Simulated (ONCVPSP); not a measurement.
What one change does to a pseudopotential (Te, ONCV)

```
Element                 : tellurium (Te)
Generator               : ONCVPSP 4.0.1
Type                    : optimised norm-conserving Vanderbilt (ONCV)
Functional              : LDA (Perdew-Zunger)
Relativity              : scalar-relativistic
Frozen core             : [Ar] 3d10
Valence charge          : 24
Reference configuration : 4s2 4p6 4d10 5s1 5p5
Partial waves           : 4s+5s: rc 1.00 bohr, ncon 4, nbas 7, qcut 10.8 1/bohr, 2 projectors; 4p+5p: rc 1.15 bohr, ncon 4, nbas 8, qcut 13 1/bohr, 2 projectors; 4d: rc 1.35 bohr, ncon 4, nbas 9, qcut 14 1/bohr, 2 projectors, debl 0.7 Ha
Local potential         : polynomial inside 0.75 bohr (lpopt 5, dvloc0 3 Ha)
Core correction         : polynomial model core, fcfact 0.65
```

In the d channel the program set the typed energies aside and used -1.581, 0.250 Ha.

Change: p: qcut 10.2.

Cutoffs: the cutoffs (Ha) at which the residual kinetic energy of the hardest occupied pseudo-wave falls to 1 and 0.1 mHa per electron; they do not see the model core or the augmentation charge, which bear on the density cutoff. Errors are all-electron minus pseudo energies relative to the spin-unpolarised reference configuration.

Predict the effect on cutoff, ghosts and configuration errors.

The potential gets neither clearly harder nor softer (56 Ha and 71 Ha → 55 Ha and 71 Ha); the d channel sets the loose cutoff, while the largest relative change is in p, which becomes softer; the errors of the 4 common tests hardly move; neither file shows a bound ghost.

```tsv
quantity	base	changed
cutoff, loose	56 Ha	55 Ha
cutoff, tight	71 Ha	71 Ha
loose cutoff by channel	s 52 Ha, p 56 Ha, d 55 Ha	s 52 Ha, p 39 Ha, d 55 Ha
bound ghosts	none	none
GHOST(+) flags under 300 eV	s at 208.5 eV	s at 208.5 eV
error for 4s2 4p6 4d10 5s2 5p4, meV [ΔE -9.35 eV]	0.0	0.0
error for 4s2 4p6 4d10 5s2 5p3, meV [ΔE 0.56 eV]	-1.9	-2.0
error for 4s2 4p6 4d10 5s2 5p2, meV [ΔE 18.74 eV]	-5.7	-6.1
error for 4s2 4p6 4d10 5s2 5p1, meV [ΔE 45.97 eV]	-12	-13
s: phases at 1.02 bohr within 0.05 rad from the reference energy up to (Ha; the scan ends near 5)	to the end of the scan	to the end of the scan
p: phases at 1.17 bohr within 0.05 rad from the reference energy up to (Ha; the scan ends near 5)	to the end of the scan	to the end of the scan
d: phases at 1.37 bohr within 0.05 rad from the reference energy up to (Ha; the scan ends near 5)	to the end of the scan	to the end of the scan
rms error of d²Exc/dni dnj with the model core, mHa	0.42	0.43
```
